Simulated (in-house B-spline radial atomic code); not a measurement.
## The chlorine ion Cl⁵⁺: [He] 2s1 2p6 3s2 6f1 (an excited or competing configuration)

Method: Dirac-Hartree-Fock, average of configuration, Fermi nucleus of rms radius 3.3654 fm. Calculated with a radial B-spline atomic code at the basis-set limit.

Effective charges: Z_r = [3n² - l(l+1)]/(2<r>) from the radius, Z_e = n√(-2ε) from the energy, and Slater's rules. Values are occupation-weighted means over j.

```csv
shell,electrons,ε (eV),<r> (bohr),Z_r,Z_e,Slater
1s,2,-3008.6,0.09084,16.51,14.87,16.70
2s,1,-419.63,0.4337,13.84,11.11,13.20
2p,6,-344.59,0.3914,12.78,10.07,13.20
3s,2,-113.47,1.237,10.91,8.66,8.70
6f,1,-13.818,7.843,6.12,6.05,6.00
```

The least bound orbital is 6f7/2 at -13.82 eV, and it is also the most diffuse (<r> = 7.843 bohr). The part-filled 2s shell lies below the filled 3s shell in orbital energy.

Spin-orbit splittings of the orbital energies (j = l + 1/2 above j = l - 1/2 when positive): 2p 1.875 eV, 6f 0.0004474 eV.

For the 1s electron the small component carries 0.367 % of the norm, the zero-frequency Breit interaction raises the level by 2.085 eV, self-energy by 0.9472 eV, and vacuum polarisation lowers it by 0.0645 eV.
